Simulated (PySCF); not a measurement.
Two-component Hartree-Fock for S³⁺ (sulfur, charge +3)

Start: [Ne] 3s2 3p1; 3p3/2 filled at m_j = +3/2. Calculated with PySCF 2.14 in an even-tempered Gaussian basis (21 s from 0.092 bohr⁻², ratio 2.4; 14 p from 0.12 bohr⁻², ratio 2.4; 5 d from 0.84 bohr⁻², ratio 2.6; 5 f from 1.3 bohr⁻², ratio 2.6): generalised Hartree-Fock with the X2C-1e Hamiltonian and a Gaussian nucleus; one run each with spin-orbit coupling (SO) screened by Boettger's factors, then bare. This is a chosen level, not necessarily the ground level.

```csv
spinor shell,electrons,"ε, screened SO (eV)","ε, bare SO (eV)",weight of nominal j (bare SO),"rms radius, bare SO (bohr)"
1s1/2,2,-2554.7,-2554.7,1.000,0.112
2s1/2,2,-288.19,-288.20,1.000,0.514
2p1/2,2,-224.21,-224.34,0.981,0.489
2p3/2,4,-223.12,-223.06,0.991,0.490
3s1/2,2,-57.676,-57.677,1.000,1.64
3p3/2,1,-46.748,-46.742,1.000,1.80
```

```tsv
quantity	screened SO	bare SO
E (hartree)	-396.16299	-396.16298
M_J	3/2	3/2
⟨J²⟩	3.758	3.758
⟨L²⟩	2.006	2.006
⟨S²⟩	0.752	0.752
```

Each row is a mean over spinors that exchange with the open shell spreads, by up to 3.480 eV (3s1/2).
